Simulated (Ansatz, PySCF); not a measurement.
O₂S₂, SMILES [S](=O)[S]=O (connectivity only; charge and spin as stated), neutral, multiplicity 1. Atoms are numbered in the order given.

```xyz
4

O      0.0000    -1.5554    -0.9208
S      0.0000    -1.0132     0.4624
S      0.0000     1.0132     0.4624
O      0.0000     1.5554    -0.9208
```
Charge 0, spin multiplicity 1.

Coordinates come from a PBE0-D3(BJ)/def2-SVP optimisation. The values are those of a single conformer.

Two levels are set side by side: PBE-D3(BJ)/def2-SVP (Ansatz, a quantum-chemistry and plane-wave program) and PBE0-D3(BJ)/def2-SVP (PySCF). Each level has its own optimised geometry; the coordinates shown are those of the second. Frequencies come from the Hessian of PySCF at each geometry. Differences are taken from unrounded values.

| quantity | PBE0-D3(BJ) | PBE-D3(BJ) | PBE-D3(BJ) minus PBE0-D3(BJ) |
|---|---|---|---|
| mean bond length (Å) | 1.666 | 1.712 | 0.046 |
| bond O1–S2 (Å) | 1.486 | 1.512 | 0.026 |
| bond S2–S3 (Å) | 2.026 | 2.113 | 0.087 |
| bond S3–O4 (Å) | 1.486 | 1.512 | 0.026 |
| highest harmonic wavenumber (cm⁻¹) | 1205 | 1126 | -80 |
| mean harmonic wavenumber (cm⁻¹) | 618 | 558 | -60 |
| zero-point energy (kcal/mol) | 5.30 | 4.78 | -0.51 |

Exact exchange shortens and stiffens bonds; PBE has none. Differences between two approximate levels are no errors against the true value.
